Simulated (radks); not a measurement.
Task: Method: non-relativistic Kohn-Sham, LB94 model potential, spin-unpolarised, spherical densities, point nucleus; computed with a radial shooting solver on a logarithmic mesh with Libxc functionals. Response by self-consistent Sternheimer equations with the Hartree and adiabatic LDA kernel. For heavy and open-shell atoms this level of theory can miss by tens of per cent. Rank Tc3+, Br+, Se, Br, Cl+, Ca+, C+, Be (NIST ground configurations) by static dipole polarisability, largest first.

Result: Ca+ 51.03, Be 42.88, Se 24.88, Br 20.45, Br+ 12.31, Cl+ 8.859, C+ 5.904, Tc3+ 5.248 bohr^3.
